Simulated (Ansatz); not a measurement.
Geometry optimisation, Ansatz 0.2.0, RKS BLYP/6-31G*.

Input:

```yaml
crystal:
  periodic: [false, false, false]
  atoms:
    - { symbol: "N", position_ang: [0.7641, -1.3967, -1.3379] }
    - { symbol: C, position_ang: [-0.1019, -1.1748, -0.3758] }
    - { symbol: S, position_ang: [-0.6843, -2.6174, 0.4207] }
    - { symbol: "N", position_ang: [-0.5671, -0.0122, 0.0978] }
    - { symbol: Si, position_ang: [0.3611, 1.2562, 0.4537] }
    - { symbol: O, position_ang: [-0.6782, 2.4888, 0.8999] }
    - { symbol: H, position_ang: [0.9486, -0.4546, -1.7955] }
    - { symbol: H, position_ang: [0.96723, -2.41609, -1.37238] }
    - { symbol: H, position_ang: [-1.2455, -0.1976, 0.9314] }
    - { symbol: H, position_ang: [1.2214, 0.9026, 1.6363] }
    - { symbol: H, position_ang: [1.0913, 1.6695, -0.7179] }
    - { symbol: H, position_ang: [-1.1192, 2.9109, 0.1812] }
basis:
  gaussian: { orbitals: "6-31G*" }
hamiltonian:
  xc: blyp
relax:
  f_tol: 0.02
  max_steps: 50
```

Launched with:

```bash
$ ansatz run input.yaml --threads 2 --pin off --max-ram 3072MiB --backend cpu --events-out ev --progress --plain --runs-dir out
```

Q: Where does it end, and by what steps?

A: The forces met the threshold. The force dipped under the threshold on the way, but the program's further checks kept it going. After 26 steps the energy has fallen by 1.760 eV; H8 moved furthest, 1.16 Å.

```tsv
step	energy less start (eV)	largest force component (eV/Å)	accepted
0	0.0000	4.907	yes
1	-1.1162	2.931	yes
2	-1.6009	1.274	yes
3	-1.6334	0.599	yes
4	-1.6381	0.450	yes
5	-1.6720	0.389	yes
6	-1.6814	0.121	yes
7	-1.6876	0.207	yes
8	-1.6913	0.212	yes
9	-1.6961	0.124	yes
10	-1.7025	0.316	yes
11	-1.7128	0.275	yes
12	-1.6232	2.053	no
13	-1.7233	0.243	yes
14	-1.7338	0.359	yes
15	-1.7341	0.444	yes
16	-1.7400	0.471	yes
17	-1.7157	1.795	no
18	-1.7550	0.168	yes
19	-1.7561	0.114	yes
20	-1.7581	0.086	yes
21	-1.7581	0.061	no
22	-1.7589	0.016	yes
23	-1.7593	0.038	yes
24	-1.7595	0.031	yes
25	-1.7595	0.039	yes
26	-1.7596	0.014	yes
```

```xyz
12
Properties=species:S:1:pos:R:3
N 0.333 -1.031 -1.452
C -0.243 -1.312 -0.227
S -1.159 -2.703 0.039
N -0.048 -0.342 0.756
Si 0.470 1.353 0.633
O -0.728 2.449 0.228
H 1.188 -0.470 -1.474
H 0.310 -1.807 -2.112
H -0.508 -0.625 1.626
H 0.890 1.742 2.002
H 1.600 1.371 -0.348
H -1.149 2.334 -0.648
```

Time of the run: 72 s on 2 threads of Arm Neoverse V2 (shared host), peak memory 0.18 GiB.
